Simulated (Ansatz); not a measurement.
Consider the formal exchange of groups at a C–Si bond: `C[SiH](F)CF` + `N[SiH3]` → `N[SiH2]CF` + `C[SiH2]F`.

Computed with Ansatz on PBE0-D4/def2-TZVP structures; ΔE is electronic, products minus reactants. CBS: MP2 limit from def2 TZ/QZ plus the TZ coupled-cluster correction, frozen cores. This one scheme is used for every species. Functionals use def2-TZVPP. One conformer a species, not always the lowest.

```json
{"level": "ωB97X-V", "ΔE (kJ/mol)": "0.8"}
{"level": "PBE", "ΔE (kJ/mol)": "-0.1"}
{"level": "r2SCAN", "ΔE (kJ/mol)": "0.3"}
{"level": "CCSD(T)/def2-TZVPP", "ΔE (kJ/mol)": "0.5"}
{"level": "HF/def2-QZVPP", "ΔE (kJ/mol)": "-0.3"}
{"level": "MP2/def2-QZVPP", "ΔE (kJ/mol)": "-0.5"}
{"level": "SCS-MP2/def2-QZVPP", "ΔE (kJ/mol)": "-0.5"}
{"level": "MP2/CBS(def2)", "ΔE (kJ/mol)": "-0.6"}
```

(1) What does CCSD(T)/CBS give? (An estimate is asked.)

Largest T1 diagnostic among the species: 0.011.

Results:

(1) Computed: -0.1 kJ/mol. The listed levels differ from it by 0.9, 0.0, 0.4, 0.6, -0.2, -0.4, -0.4, -0.5 kJ/mol.
